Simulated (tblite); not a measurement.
Parent: `[CH:1]#[C:2][C@@H:3]1[CH2:4][SiH2:5][C@@H:6]([F:7])[C@@H:8]1[F:9]` with C2–C3–C4–Si5 -162°, C3–C4–Si5–C6 14°, C4–Si5–C6–F7 -103°, Si5–C6–C8–F9 81°, C6H8F2Si.

Computed geometry: GFN2-xTB, gas phase. One conformer each, not checked by frequencies here.

```csv
coordinate of the parent,value
C1≡C2,1.197 Å
C2–C3,1.449 Å
C3–C4,1.541 Å
C4–Si5,1.905 Å
Si5–C6,1.930 Å
C6–F7,1.387 Å
C6–C8,1.527 Å
C8–F9,1.380 Å
C3–C8,1.535 Å
C1–C2–C3,178.1°
C2–C3–C4,111.7°
C2–C3–C8,112.0°
C4–C3–C8,107.7°
C3–C4–Si5,105.0°
C4–Si5–C6,93.0°
Si5–C6–F7,110.4°
Si5–C6–C8,104.7°
F7–C6–C8,108.3°
C6–C8–F9,107.3°
C3–C8–C6,108.0°
C3–C8–F9,110.0°
```

Question: How does the shared frame change in `[CH:1]#[C:2][C@@H:3]1[CH2:4][SiH2:5][C@@H:6]([F:7])[C@@H:8]1[SiH2:9][F:10]` with C6–C8–Si9–F10 -176°, C2–C3–C4–Si5 -82°, C3–C4–Si5–C6 -13°, C4–Si5–C6–F7 -135°, Si5–C6–C8–Si9 166°, C6H10F2Si2? Atoms pair as C1 = C1, C2 = C2, C3 = C3, C4 = C4, Si5 = Si5, C6 = C6, F7 = F7, C8 = C8 (parent first).

Answer: 
```tsv
parent	relative	value in the relative	change
C1≡C2	C1≡C2	1.197 Å	0.000
C2–C3	C2–C3	1.450 Å	+0.001
C3–C4	C3–C4	1.543 Å	+0.002
C4–Si5	C4–Si5	1.905 Å	0.000
Si5–C6	Si5–C6	1.928 Å	-0.002
C6–F7	C6–F7	1.389 Å	+0.002
C6–C8	C6–C8	1.530 Å	+0.003
C3–C8	C3–C8	1.538 Å	+0.003
C1–C2–C3	C1–C2–C3	178.9°	+0.8
C2–C3–C4	C2–C3–C4	109.8°	-1.9
C2–C3–C8	C2–C3–C8	110.6°	-1.4
C4–C3–C8	C4–C3–C8	108.0°	+0.3
C3–C4–Si5	C3–C4–Si5	104.9°	-0.1
C4–Si5–C6	C4–Si5–C6	92.6°	-0.4
Si5–C6–F7	Si5–C6–F7	113.2°	+2.8
Si5–C6–C8	Si5–C6–C8	105.3°	+0.6
F7–C6–C8	F7–C6–C8	109.9°	+1.6
C3–C8–C6	C3–C8–C6	106.6°	-1.4
```

No shared bond changes by more than 0.004 Å. Bonds of the relative outside the shared frame: C8–Si9 1.903, Si9–F10 1.616 Å. Point group C1 → C1.
